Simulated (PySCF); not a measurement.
Electron correlation in Ru (ruthenium, neutral)

[Kr] 4d6 5s2, high-spin 5D determinant (an excited configuration). Calculation: PySCF 2.14, in aug-cc-pwCVDZ-PP with ECP28MDF (6s6p5d3f, 70 functions); a scalar-relativistic core potential. Frozen: 4s2 4p6; 8 electrons correlated.

MP2 pair energies summed by pair of shells (mhartree):

| pair | energy | share (%) |
| --- | --- | --- |
| 4d-4d | -101.18 | 58.9 |
| 4d-5s | -50.92 | 29.6 |
| 5s-5s | -19.83 | 11.5 |

Total MP2 correlation energy: -171.93 mhartree.

Same-spin part -80.80 and opposite-spin part -91.13 mhartree; SCS-MP2 scales them by 1/3 and 6/5 to -136.29 mhartree.
